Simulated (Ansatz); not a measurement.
Frontier orbitals of F$_{6}$SSi$_{2}$ (`F[Si](F)(F)S[Si](F)(F)F`).

| atom | x (Å) | y (Å) | z (Å) |
| --- | --- | --- | --- |
| F1 | -2.038 | -0.254 | -1.325 |
| Si2 | -1.585 | -0.032 | 0.160 |
| F3 | -1.137 | -1.422 | 0.739 |
| F4 | -2.819 | 0.495 | 0.971 |
| S5 | -0.064 | 1.410 | 0.327 |
| Si6 | 1.578 | 0.177 | -0.126 |
| F7 | 2.079 | -0.634 | 1.119 |
| F8 | 2.746 | 1.110 | -0.600 |
| F9 | 1.239 | -0.850 | -1.265 |

The species carries charge 0 and has multiplicity 1. All single points use the PBE0-D4/def2-TZVP geometry. It is one conformer, not always the lowest. Basis def2-TZVPP, Ansatz.

```tsv
functional	HOMO (eV)	LUMO (eV)	gap (eV)
PBE	-7.85	-1.25	6.60
B97M-V	-8.29	-0.83	7.46
PBE0	-9.23	-0.29	8.94
r2SCAN0	-9.45	-0.04	9.41
HSE06 (plane-wave form)	-8.82	-0.66	8.16
CAM-B3LYP	-10.56	0.77	11.33
ωB97X-V	-11.60	1.96	13.56
ωB97M-V	-11.41	1.65	13.06
```

Task: What is the vertical ionisation energy at frozen-core CCSD(T)/CBS(def2)? (Estimate.)

Result: Ansatz gave: 11.75 eV (T1 of the cation 0.015).

Against PBE, PBE0 changes HOMO and LUMO by −1.37 and +0.96 eV, ωB97M-V by −3.56 and +2.91 eV. A gap of 6.60 eV thus becomes 13.07 eV for the same molecule, so an orbital gap means little without its functional. A positive LUMO is unbound and depends on the basis. −ε(HOMO) differs from that ionisation energy by −3.90 eV with PBE and −0.34 eV with ωB97M-V.
